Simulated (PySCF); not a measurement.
Molecule: SMILES Cn1ccc(C(F)(F)F)c1, C6H6F3N.

Bonds (- single, = double, # triple, : aromatic): C1-N2, N2:C3, C3:C4, C4:C5, C5-C6, C6-F7, C6-F8, C6-F9, C5:C10, C10:N2. C1 carries H11, H12, H13; C3 carries H14; C4 carries H15; C10 carries H16.

Frames of a GFN2-xTB Langevin trajectory at 200 K; GIAO PBE0/pcSseg-1 shieldings in PySCF, gas phase, non-relativistic; equivalent atoms averaged within each frame.

Shifts are taken against calculated references (same method and geometry level): TMS for ¹³C (σ = 186.93 ppm), ¹H (σ = 31.72 ppm); NH3 for ¹⁵N (σ = 267.73 ppm); ¹⁹F (σ = 170.95 ppm) against CFCl3. The references are static minima.

Question: How do the shifts (ppm) fluctuate along the trajectory?

Answer: 
```tsv
time (fs)	C3	C6	C10	C5	C4	C1	N2	F7/F8/F9	H16	H14
optimised geometry	125.9	133.3	124.6	123.7	113.9	37.1	175.0	-73.8	6.95	6.56
250	132.1	129.6	126.6	123.6	114.0	31.4	176.1	-79.2	7.38	7.33
425	126.2	136.9	124.7	125.2	122.1	35.5	172.7	-63.8	6.43	6.53
625	129.6	133.3	129.6	133.9	110.1	39.6	178.3	-76.7	6.63	6.16
800	122.5	135.0	118.6	118.9	110.8	35.3	171.6	-70.3	6.50	7.14
1000	119.9	133.6	128.9	122.8	112.7	33.5	180.1	-69.0	6.55	5.86
mean of frames	126.1	133.7	125.7	124.9	113.9	35.1	175.8	-71.8	6.70	6.60
standard deviation	5.0	2.7	4.4	5.5	4.8	3.0	3.6	6.2	0.39	0.63
```

5 frames give an uncertainty of the mean of about the standard deviation over 2.2 at best, since frames this close in time may not be independent; classical motion lacks zero-point vibration, and the reference would need the same averaging.
